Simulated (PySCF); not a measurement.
(Z)-1,2-difluoroethene (C₂H₂F₂), SMILES F/C=C\F.

The structure is a stationary point at B3LYP-D3(BJ)/def2-SVP.

Calculation: TDDFT-PBE/def2-SVPD run with PySCF.

Vertical excitations. The molecule is in vacuum. State labels are in the subgroup C2v.

| state | symmetry | energy (eV) | λ (nm) | f | main pairs |
|---|---|---|---|---|---|
| S1 | B1 | 6.18 | 201 | 0.017 | HOMO→LUMO+1 99 % |
| S2 | B1 | 7.29 | 170 | 0.003 | HOMO→LUMO+2 99 % |
| S3 | B2 | 7.53 | 165 | 0.302 | HOMO→LUMO 95 % |
| S4 | A2 | 7.57 | 164 | 0.000 | HOMO→LUMO+3 100 % |
| S5 | A2 | 8.25 | 150 | 0.000 | HOMO−1→LUMO 100 % |
| S6 | A2 | 8.67 | 143 | 0.000 | HOMO→LUMO+4 99 % |
| S7 | B1 | 8.73 | 142 | 0.013 | HOMO→LUMO+5 97 % |
| S8 | A1 | 8.81 | 141 | 0.007 | HOMO−1→LUMO+1 99 % |
| S9 | B1 | 9.10 | 136 | 0.003 | HOMO−2→LUMO 95 % |
| S10 | A1 | 9.32 | 133 | 0.021 | HOMO→LUMO+6 96 % |
| T1 | B2 | 4.52 | 275 | 0 | HOMO→LUMO 99 % |
| T2 | B1 | 5.83 | 213 | 0 | HOMO→LUMO+1 99 % |
| T3 | B1 | 7.02 | 177 | 0 | HOMO→LUMO+2 99 % |
| T4 | A2 | 7.47 | 166 | 0 | HOMO→LUMO+3 99 % |
Triplets are in the Tamm–Dancoff approximation, which puts them higher than full response would, so one can lie above its singlet here.
